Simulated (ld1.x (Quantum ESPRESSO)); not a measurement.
Configuration tests for iridium (TM)

iridium (Ir), norm-conserving Troullier–Martins (Kleinman–Bylander form), made with ld1.x (Quantum ESPRESSO) 7.5 (PBE, scalar-relativistic). Core [Kr] 4d10 4f14, reference 5s2 5p6 5d7 6s1 6p0 (charge +1). Waves: 5s (bound): rc 0.95 bohr; 5p (bound): rc 1.75 bohr; 5d (bound): rc 2.15 bohr. Local part: all-electron potential smoothed inside 2.05 bohr (lloc = -2). Core correction: none.

Occupied shells without a wave of their own: 6s. They enter only through the test configuration that unscreens the potential.

Energies are relative to the spin-unpolarised reference configuration 5s2 5p6 5d7 6s1 6p0; without spin polarisation the order of configurations can differ from experiment.

Q: Give the all-electron excitation energy and the error of the potential for: 5s2 5p6 5d7 6s2 6p0; 5s2 5p6 5d7 6s0 6p0; 5s2 5p6 5d6 6s0 6p0; 5s2 5p6 5d7 6s1 6p1; 5s2 5p6 5d6 6s2 6p0; 5s2 5p6 5d7.5 6s1.5 6p0; 5s2 5p6 5d8 6s0 6p0.

A:

| valence configuration | charge | ΔE all-electron (eV) | error AE − PS (meV) |
| --- | --- | --- | --- |
| 5s2 5p6 5d7 6s2 6p0 | 0 | -9.879 | -636 |
| 5s2 5p6 5d7 6s0 6p0 | +2 | 17.469 | +903 |
| 5s2 5p6 5d6 6s0 6p0 | +3 | 48.010 | +1124 |
| 5s2 5p6 5d7 6s1 6p1 | 0 | -4.564 | -129 |
| 5s2 5p6 5d6 6s2 6p0 | +1 | 2.311 | -849 |
| 5s2 5p6 5d7.5 6s1.5 6p0 | 0 | -10.165 | -293 |
| 5s2 5p6 5d8 6s0 6p0 | +1 | -1.247 | +693 |

Levels in the configuration 5s2 5p6 5d7.5 6s1.5 6p0:

| level | all-electron (eV) | pseudo (eV) |
| --- | --- | --- |
| 5s | -96.667 | -96.792 |
| 5p | -53.466 | -53.592 |
| 5d | -6.255 | -6.377 |
| 6s | -5.931 | -5.403 |

The 6s level has no wave, so the channel is fitted at the deeper level alone: the likely source of the large errors.

The potential misses its own reference levels by up to 0.8 eV.
